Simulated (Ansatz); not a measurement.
Species: H$_{2}$BF, SMILES `BF` (charge 0, multiplicity 1).

### Question
Give a relaxed geometry from B3LYP-D3(BJ)/def2-TZVP in Ansatz (an electronic-structure program).

### Answer
the end point of this relaxation (outside a Z-matrix the atoms follow the SMILES, hydrogens last).
Z-matrix (Å, degrees):
```
B
F 1 1.3216
H 1 1.1929 2 117.80
H 1 1.1929 3 124.41 2 180.00
```
